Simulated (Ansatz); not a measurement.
All numbers were calculated with Ansatz.

Basis-set series for `[BH2][AlH][O]C`. Charge 0, multiplicity 1. All single points use the PBE0-D4/def2-TZVP geometry. It is one conformer, not always the lowest.

Z-matrix (Å, degrees):
```
C
O 1 1.395
H 1 1.099 2 112.9
H 1 1.095 2 110.2 3 120.6
H 1 1.095 2 110.3 3 -120.6
Al 2 1.693 1 134.4 3 0.3
B 6 2.129 2 120.5 1 0.1
H 6 1.586 2 114.6 1 -179.9
H 7 1.200 6 122.9 2 91.0
H 7 1.200 6 122.9 2 -90.4
```

```
functional       basis  functions  energy (Eh)  HOMO (eV)  LUMO (eV)
   PBE0-D4    def2-SVP         90   -383.72851      -7.28      -2.41
   PBE0-D4  def2-TZVPP        219   -383.97877      -7.33      -2.47
   ωB97M-V    def2-SVP         90   -383.91837      -9.41      -0.34
   ωB97M-V  def2-TZVPP        219   -384.17622      -9.49      -0.51
```

**Question.** Give the rows for def2-QZVPP. (Estimate.)

**Answer.** The calculation gave: 
```tsv
functional	basis	functions	energy (Eh)	HOMO (eV)	LUMO (eV)
PBE0-D4	def2-QZVPP	421	-383.99497	-7.34	-2.48
ωB97M-V	def2-QZVPP	421	-384.19189	-9.50	-0.56
```
